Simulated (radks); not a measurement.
The numbers below are computed, except where a source is named.
Q: Sn, 50 electrons, occupied as [Kr] 4d10 5s1 5p2 6p1 (not the ground configuration). Level of theory: non-relativistic Kohn-Sham, TPSS, spin-unpolarised, spherical densities, point nucleus; meta-GGA in the generalised Kohn-Sham scheme; relativity is left out, which matters for an element this heavy (a radial shooting solver on a logarithmic mesh with Libxc functionals). Some entries of the table are withheld. Estimate them.

orbital,occ.,eigenvalue (Ry),<r> (bohr),r(max) (bohr)
1s,2,-2058.391,0.03041,0.02014
2s,2,-304.0991,0.1314,0.1115
2p,6,-284.3264,0.1121,0.08732
3s,2,-58.98723,0.3522,(1)
3p,6,-50.82371,0.3434,0.3063
3d,10,-35.75660,0.3148,0.2519
4s,2,-9.63903,0.8495,0.7727
4p,6,-6.92710,0.8992,0.8001
4d,10,(2),(3),0.8791
5s,1,-1.06475,2.385,(4)
5p,2,-0.56432,2.895,2.446
6p,1,-0.08430,9.463,8.709

A: 
(1) 3s r(max) (bohr): 0.3196
(2) 4d eigenvalue (Ry): -2.45065
(3) 4d <r> (bohr): 1.083
(4) 5s r(max) (bohr): 2.062
